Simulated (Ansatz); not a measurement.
Question: Name a neutral molecule of N, O, Y and H with size of the dipole moment (PBE/def2-TZVPP) between 0.05 and 0.35 D and size of the dipole moment (ωB97M-V/def2-TZVPP) between 0.00 and 0.30 D (Ansatz, PBE0-D4/def2-TZVP geometry).

Answer: `[NH2][Y]([NH2])[OH]` (0.09 D, 0.19 D). Other molecules can fit too; these were computed, each in one conformer that needn't be the lowest.
